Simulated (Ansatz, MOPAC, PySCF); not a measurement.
System: GaCl, net charge 0, singlet state. SMILES: [Cl][Ga]
Coordinates optimised at B3LYP-D3(BJ)/def2-TZVP (Ansatz, a program for electronic structure):
```
Ga
Cl 1 2.2389
```

Wanted: size of the dipole moment, in D. Conventions: six Cartesian d functions in 6-31G* and its kin unless marked 5d; spin-orbit terms left out; PM7 with its own dispersion and hydrogen-bond terms; non-relativistic; LANL2DZ with its own core potentials from Na on. First-principles rows: single points at B3LYP-D3(BJ) geometries (Ansatz). Semi-empirical rows: dipoles at the shared geometry.

| level | program | size of the dipole moment (D) |
|---|---|---|
| AM1 | MOPAC | 2.63 |
| PM7 | MOPAC | 4.46 |
| SVWN5/6-31G* | Ansatz | 2.29 |
| PBE/3-21G | Ansatz | 2.73 |
| PBE/6-31G* with LANL2DZ past Ar | Ansatz | 2.55 |
| BLYP/6-31G* with LANL2DZ past Ar | Ansatz | 2.51 |
| BP86/6-31G* with LANL2DZ past Ar (5d) | PySCF | 2.56 |
| B3LYP/STO-3G | Ansatz | 1.38 |
| B3LYP/3-21G | Ansatz | 3.00 |
| B3LYP/LANL2DZ | Ansatz | 2.97 |
| B3LYP/6-31G | Ansatz | 3.09 |
| B3LYP/6-31G* | Ansatz | 2.52 |
| B3LYP/def2-SVP | Ansatz | 2.09 |
| B3LYP/6-31G* with LANL2DZ past Ar | Ansatz | 2.78 |

No value to compare with is used here. The 14 habitual levels span 1.38 (B3LYP/STO-3G) to 4.46 D (PM7).

The levels are drawn from those run, B3LYP/6-31G* more often than the rest, none by its result; runs whose electronic state is in doubt are left out.
